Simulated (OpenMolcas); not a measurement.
Ce2+ among 6 point charges of -1 e arranged as a tetragonal octahedron (D4h), 2.66 Å from the ion, with the axial distance 2.421 Å.

* Program: OpenMolcas
* Method: SS-CASPT2, IPEA 0.25 Eh, imaginary shift 0.1 Eh (closed shells correlated: 5s 5p)
* Basis: ANO-RCC-VDZP [7s6p4d2f1g]
* Scalar Hamiltonian: DKH2, point nucleus
* Active space: 2 electrons in 7 orbitals (4f)
* State averaging: 2S+1 = 3 even, 21 roots; 2S+1 = 1 even, 27 roots kept (CI in the orbitals of an earlier block)
* Spin-orbit coupling: RASSI with atomic mean-field integrals over the reference wave functions

Problem. What is the spin-free ground state (labels of D4, the rotations of D4h)?

Solution. 3E, 2-fold in its orbital part, 100 % from free-ion H terms; it has the highest spin that f2 allows.

Problem. Where is the first state of the same spin?

Solution. 3A2 at 611 cm-1 above the ground state.

Problem. What are the lowest two levels with spin-orbit coupling?

Solution. A 1-fold level A1, then a 1-fold level A2 46 cm-1 above it. Their leading multiplicities are 3 (97 %) and 3 (97 %).

Problem. What is χT at 300 K, and how does it compare with the textbook value?

Solution. Hund's rules give f2 the level 3H4 with g = 0.800, so an isolated free-ion multiplet has χT = g² J(J+1) / 8 = 1.600 cm3 K/mol. The computed 1.430 at 300 K differs by -11 %, through the field's splitting, the mixing of terms and any other multiplet in reach.

This is an electrostatic model: the charges have no orbitals. The first state left out of the spin-orbit step lies near 52000 cm-1 above the lowest spin-free state of the reference (among the parities and spins computed), and the lists stop at four fifths of that energy or lower. No measured value stands beside these numbers.
